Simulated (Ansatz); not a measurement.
Basis-set extrapolation for AlBH8OSi2 (PBE0-D4/def2-TZVP geometry, frozen core, Ansatz). Multiplicity 1, RHF reference.

|  | def2-TZVPP | def2-QZVPP |
| --- | --- | --- |
| HF | -924.121188 | -924.151491 |
| MP2 correlation | -0.685906 | -0.736147 |
| CCSD(T) correlation | -0.780253 | not run |

Energies in hartree. Use E(X) = E(∞) + A·exp(−7.88·√X) for Hartree–Fock and E(X) = E(∞) + B·X^(−2.97) for correlation, with X = 3 and 4, and add CCSD(T) minus MP2 of the smaller set to the MP2 limit.

Q: What is the CCSD(T) energy at the basis-set limit?

A: HF limit: -924.151491 + (-0.030303) × 0.13774 = -924.15566. MP2 limit: -0.736147 + (-0.050241) × 0.74074 = -0.77336. Higher-order term: -0.780253 − (-0.685906) = -0.09435. Total: -925.02337 hartree, 76.5 kcal/mol below CCSD(T)/def2-TZVPP.
